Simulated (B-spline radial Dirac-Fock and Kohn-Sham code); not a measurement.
Binding energies of W²⁰⁺ at several levels of theory

System: W²⁰⁺, [Kr] 4d10 4f8.

The density-functional columns are spherical, spin-unpolarised Dirac-Kohn-Sham results without Breit or QED terms: −ε is minus the orbital energy of the initial state and ΔSCF the difference of two total energies. The reference in the last column comes from ΔSCF Dirac-Fock with Breit, self-energy and vacuum polarisation, finite nucleus, configuration average. All numbers are from a radial atomic solver, in eV; a selection of levels is shown. For the 1s level of heavy atoms much of the gap between ΔSCF and the reference is the Breit and QED part, -349.2 eV here; for other levels the error of the functional can be larger.

| level | LDA −ε | LDA ΔSCF | Dirac-Fock |
| --- | --- | --- | --- |
| 1s | 69849.2 | 70417.5 | 70080.7 |
| 2s | 12490.8 | 12606.0 | 12665.1 |
| 2p1/2 | 11974.7 | 12119.1 | 12101.6 |
| 2p3/2 | 10623.4 | 10749.4 | 10764.2 |
| 3s | 3286.0 | 3328.6 | 3382.5 |
| 3p1/2 | 3055.2 | 3100.0 | 3134.0 |
| 3p3/2 | 2762.5 | 2804.3 | 2840.5 |
| 3d3/2 | 2371.4 | 2419.3 | 2428.1 |
| 3d5/2 | 2307.7 | 2354.4 | 2365.7 |
| 4s | 1075.7 | 1098.8 | 1126.6 |
| 4p1/2 | 978.9 | 1002.0 | 1021.7 |
| 4p3/2 | 906.3 | 928.4 | 948.8 |
| 4d3/2 | 745.9 | 767.8 | 774.6 |
| 4d5/2 | 731.8 | 753.4 | 760.6 |
| 4f | 526.7 | 548.2 | 545.8 |

Values without a named source are computed, but for edge energies of neutral atoms, which are taken from tables.
